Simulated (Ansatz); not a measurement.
## A geometry optimisation of CHAlSeZn with BLYP-D3(BJ)/def2-SVP

The starting geometry of this gas-phase singlet was optimised with GFN2-xTB.

```xyz
5

C    -0.6186   -0.8077   -0.5035
Al   -0.2194   -0.5159   -2.4524
Se   -2.2504   -0.0873   -1.0205
Zn    1.0268    0.7636   -0.5586
H    -0.6597   -1.2023    0.5205
```

Problem. Predict what becomes of its bonds when it is optimised with BLYP-D3(BJ)/def2-SVP.

Solution. A bond breaks, giving a structure given below by its coordinates. Contacts that open: Al2–Zn4 (2.60 → 3.17 Å).

The energy falls by 0.21 eV over 15 steps:

| step | E − E(last) (eV) |
| --- | --- |
| 1 | 0.206 |
| 3 | 0.098 |
| 4 | 0.072 |
| 6 | 0.020 |
| 7 | 0.009 |
| 9 | 0.002 |
| 10 | 0.002 |
| 12 | 0.001 |
| 13 | 0.000 |
| 15 | 0.000 |

Final geometry (Å):

```yaml
atoms:
  - { symbol: C, position_ang: [-0.6730, -0.7351, -0.5798] }
  - { symbol: Al, position_ang: [-0.3181, -0.6967, -2.6063] }
  - { symbol: Se, position_ang: [-2.3722, -0.1143, -0.9982] }
  - { symbol: Zn, position_ang: [1.1845, 0.8407, -0.2744] }
  - { symbol: H, position_ang: [-0.5425, -1.1443, 0.4441] }
```

Frequencies at the end are all real (lowest 22 cm⁻¹). Run with Ansatz 0.2.0, 74 s on 1 thread of Arm Neoverse N1, on a shared host.
